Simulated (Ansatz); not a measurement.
Reaction (redistribution): `FB(Cl)O[SiH3]` + `CBOC` → `COBB(F)Cl` + `CO[SiH3]`

Calculated with Ansatz (gas phase, PBE0-D4/def2-TZVP geometries, no zero-point term in ΔE). CBS: MP2 limit from def2 TZ/QZ plus the TZ coupled-cluster correction, frozen cores. This one scheme is used for every species. Functionals use def2-TZVPP. B3LYP here is the variant with VWN-RPA as its local correlation; programs differ in this. Each species was taken in one conformer, which may not be the lowest.

```csv
level,ΔE (kJ/mol)
B3LYP-D4,255.0
BLYP,245.8
B3LYP,254.5
r2SCAN0,267.6
HF/def2-QZVPP,266.0
MP2/def2-QZVPP,268.0
SCS-MP2/def2-QZVPP,261.3
MP2/CBS(def2),268.2
```

Problem. What does CCSD(T)/CBS give? (An estimate is asked.)

Solution. Ansatz gave: +258.8 kJ/mol. The listed levels differ from it by -3.8, -13.0, -4.3, 8.8, 7.2, 9.2, 2.5, 9.4 kJ/mol.

Largest T1 diagnostic among the species: 0.014.

Leaving LDA and LC-ωPBE aside and taking each functional with its dispersion term where it has one, the values, not all of them listed here, spread over 25.5 kJ/mol, from revPBE-D4 to r2SCAN0-D4. LDA lies +13.3 kJ/mol from PBE without D4. From PBE to PBE0 (25 % exact exchange), in def2-TZVPP and without D4, ΔE moves by +9.4 kJ/mol. At CCSD(T), def2-SVP lies +6.6 kJ/mol from the extrapolated value and def2-TZVPP −0.9 kJ/mol.
